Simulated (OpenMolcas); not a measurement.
V II: effect of the active space

```
Program             : OpenMolcas 26.06
Method              : MS-CASPT2, IPEA 0.25 Eh, imaginary shift 0.1 Eh
Basis               : ANO-RCC-VTZP
Scalar Hamiltonian  : DKH2, point nucleus
Spin-orbit coupling : RASSI with atomic mean-field integrals over the reference wave functions, term energies averaged over their components
```

A. 4 electrons in 5 orbitals (3d); 2S+1 = 5 even, 5 roots; 2S+1 = 3 even, 45 roots; 2S+1 = 1 even, 50 roots (44 in the spin-orbit step); closed shells correlated: 3s 3p; CASPT2 step roughly 22 core-seconds
B. 4 electrons in 6 orbitals (3d 4s); 2S+1 = 5 even, 15 roots; 2S+1 = 3 even, 80 roots; 2S+1 = 1 even, 70 roots; closed shells correlated: 3s 3p; CASPT2 step about 40 core-seconds
C. 4 electrons in 11 orbitals (3d 4s 4d); 2S+1 = 5 even, 15 roots; 2S+1 = 3 even, 49 roots kept (CI in the orbitals of an earlier block); 2S+1 = 1 even, 9 roots kept (CI in the orbitals of an earlier block); closed shells correlated: 3s 3p; CASPT2 step about 18 core-minutes

Energies in eV above 3d⁴ ⁵D₀, the measured ground level; measured values from NIST Handbook of Basic Atomic Spectroscopic Data.

| Level | A | B | C | Measured |
| --- | --- | --- | --- | --- |
| 3d⁴ ⁵D₀ | 0.0000 | 0.0000 | 0.0000 | 0.0000 |
| 3d⁴ ⁵D₁ | 0.0049 | 0.0053 | 0.0048 | 0.0045 |
| 3d⁴ ⁵D₂ | 0.0146 | 0.0157 | 0.0144 | 0.0132 |
| 3d⁴ ⁵D₃ | 0.0286 | 0.0310 | 0.0284 | 0.0259 |
| 3d⁴ ⁵D₄ | 0.0467 | 0.0508 | 0.0466 | 0.0421 |
| 3d⁴ ³H₄ | 1.518 | 1.651 | 1.636 |  |
| 3d⁴ ³H₅ | 1.528 | 1.662 | 1.647 |  |
| 3d⁴ ³H₆ | 1.539 | 1.674 | 1.660 |  |

Deviations, from unrounded energies. A percentage is the sum of absolute deviations over the sum of measured energies, with the sign that they share, or ± where signs differ.

```tsv
Against measurement	Levels	A	B	C
mean absolute deviation (cm-1)	4	18	35	17
fine structure of the ground term (%)	4	+10.7	+20.0	+10.0
```

A, C lie about equally close to measurement and B furthest from it. The largest miss of C in the table is 3d⁴ ⁵D₄, by +36 cm-1. The ranking rests on the paired levels alone, and a cruder setting can come out closer through cancelling errors.

The spin-orbit steps hold different terms of 3d⁴ (B lacks a ¹G, a ³F, a ³P; C lacks among others ¹D, ¹F, ¹G, ¹I, ¹S), which shifts levels as well.

The two smallest mean deviations differ by little beside CASPT2's spread within terms, so their order carries little weight.

Among A to C the level of the table that moves most is 3d⁴ ³H₆, by 1100 cm-1 (lowest in A, highest in B). Moves below CASPT2's spread within the term are not significant.

Term energies are means over components that CASPT2 splits; among the terms shown or strongly mixed into the levels shown the widest spread is 740 cm-1 (3d⁴ ³H, A). Some high roots are left out of the spin-orbit mixing, which shifts the levels that they would mix with (holds for A). Blocks of more than 70 roots (2S+1 = 3 even) ran without multistate coupling (holds for B). Configurations are named by rounded mean occupations; where the s occupation lies near a half they are strongly mixed, a name can repeat and a true partner stay unpaired (holds for B). Terms from blocks run as CI alone lack orbitals of their own (holds for C). Active for correlation alone: 4d; no level in the range computed is led by a configuration that fills it, so any true level of that kind is missing (holds for C). Measured partners are found by configuration, term and J. A level has none where our copy of the source lacks it or the pairing is in doubt (some pairs that miss far off the trend of their configuration count as doubtful), and it then counts in no deviation. Only configurations of the active space appear. Levels that lie high or do not pair safely by name in every column are left out.
